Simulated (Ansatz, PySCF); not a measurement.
F4Hf, SMILES [F][Hf+]([F])([F])[F] (connectivity only; charge and spin as stated), charge +1, multiplicity 2. Atoms are numbered in the order given.

```xyz
5

Hf     0.0003     0.0010    -0.2942
F      0.7212     0.7298     1.4544
F     -1.1170     1.1053    -1.3016
F     -0.7249    -0.7399     1.4475
F      1.1204    -1.0963    -1.3062
```
Charge +1, spin multiplicity 2.

Geometry optimised at B3LYP-D3(BJ)/def2-SVP. The spin state was assumed, not searched. The def2 effective core potentials stand for the cores of Hf; spin–orbit coupling is left out.

Two levels are set side by side: PBE-D3(BJ)/def2-SVP (Ansatz, a quantum-chemistry and plane-wave program) and B3LYP-D3(BJ)/def2-SVP (Ansatz). Each level has its own optimised geometry; the coordinates shown are those of the second. Frequencies come from the Hessian of PySCF at each geometry. Differences are taken from unrounded values.

```
quantity                            B3LYP-D3(BJ)
----------------------------------  ------------
mean bond length (Å)                       1.947
bond Hf1–F2 (Å)                            2.027
bond Hf1–F3 (Å)                            1.866
bond Hf1–F4 (Å)                            2.027
bond Hf1–F5 (Å)                            1.866
highest harmonic wavenumber (cm⁻¹)           741
mean harmonic wavenumber (cm⁻¹)              352
zero-point energy (kcal/mol)                4.53
```

What does PBE-D3(BJ) give, and how far is it from B3LYP-D3(BJ)? (Estimate from the structure and the level; the computed values follow.)


```tsv
quantity	PBE-D3(BJ)	PBE-D3(BJ) minus B3LYP-D3(BJ)
mean bond length (Å)	1.951	0.004
bond Hf1–F2 (Å)	2.030	0.003
bond Hf1–F3 (Å)	1.872	0.005
bond Hf1–F4 (Å)	2.030	0.003
bond Hf1–F5 (Å)	1.872	0.005
highest harmonic wavenumber (cm⁻¹)	717	-24
mean harmonic wavenumber (cm⁻¹)	340	-12
zero-point energy (kcal/mol)	4.38	-0.15
```
